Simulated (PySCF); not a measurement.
PySCF input for BeCl2, SMILES [Cl][Be][Cl], PBE0/pcSseg-2. Geometry: B3LYP-D3(BJ)/def2-TZVP. The isomer is the one that the SMILES or the coordinates give; other isomers of the formula were not compared.

```python
import numpy as np
from pyscf import gto, scf, dft
from pyscf.prop.nmr import rks as nmr

mol = gto.M(
    atom='''
    Be    0.00000000    0.00000000    0.00000000
    Cl    0.00000000    0.00000000   -1.80410486
    Cl    0.00000000    0.00000000    1.80410486
    ''',
    basis='pcSseg-2',
    charge=0,
    spin=0,
    max_memory=1600,
    verbose=3,
)
mf = dft.RKS(mol, xc='pbe0')
mf.grids.level = 3
mf.conv_tol = 1e-10
mf.max_cycle = 100
mf.kernel()
n = nmr.NMR(mf)
n.verbose = 2
n.max_cycle_cphf = 60
sigma = n.kernel()
print('atom   isotropic/ppm   span/ppm')
for i, s in enumerate(sigma):
    w = np.linalg.eigvalsh((s + s.T) / 2)
    print(f'{mol.atom_symbol(i):2s}{i + 1:3d} {w.mean():14.3f} {w[2] - w[0]:11.3f}')
```

Program output:

```
converged SCF energy = -935.010455083208
atom   isotropic/ppm   span/ppm
Be  1         94.008     110.200
Cl  2        971.018     269.787
Cl  3        971.018     269.787
```

The run converged.

Cost: roughly 9 core-seconds.
